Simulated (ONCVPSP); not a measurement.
# Configuration tests for Ir (ONCV)

- Element: iridium
- Generator: ONCVPSP 4.0.1
- Type: optimised norm-conserving Vanderbilt (ONCV)
- Functional: PBE
- Relativity: scalar-relativistic
- Frozen core: [Kr] 4d10 4f14
- Valence charge: 17
- Reference configuration: 5s2 5p6 5d7 6s2
- Partial waves: 5s+6s: rc 1.30 bohr, ncon 4, nbas 7, qcut 7.9 1/bohr, 2 projectors; 5p: rc 1.10 bohr, ncon 4, nbas 9, qcut 7 1/bohr, 2 projectors, debl 1.2 Ha; 5d: rc 2.05 bohr, ncon 4, nbas 9, qcut 7.6 1/bohr, 1 projector
- Local potential: polynomial inside 1.05 bohr (lpopt 5, dvloc0 4 Ha)
- Core correction: Teter function, fcfact 2.5, rcfact 1.75

In the p channel the program set the typed energies aside and used -2.010, 0.250 Ha.

Energies are relative to the spin-unpolarised reference configuration 5s2 5p6 5d7 6s2; without spin polarisation the order of configurations can differ from experiment.

(1) Give the all-electron excitation energy and the error of the potential for: 5s2 5p6 5d7 6s1; 5s2 5p6 5d7 6s0; 5s2 5p6 5d6 6s0; 5s2 5p6 5d5 6s0.

Answers

(1)

| valence configuration | charge | ΔE all-electron (eV) | error AE − PS (meV) |
| --- | --- | --- | --- |
| 5s2 5p6 5d7 6s1 | +1 | 9.880 | -5.9 |
| 5s2 5p6 5d7 6s0 | +2 | 27.349 | -24 |
| 5s2 5p6 5d6 6s0 | +3 | 57.890 | -39 |
| 5s2 5p6 5d5 6s0 | +4 | 101.466 | -97 |
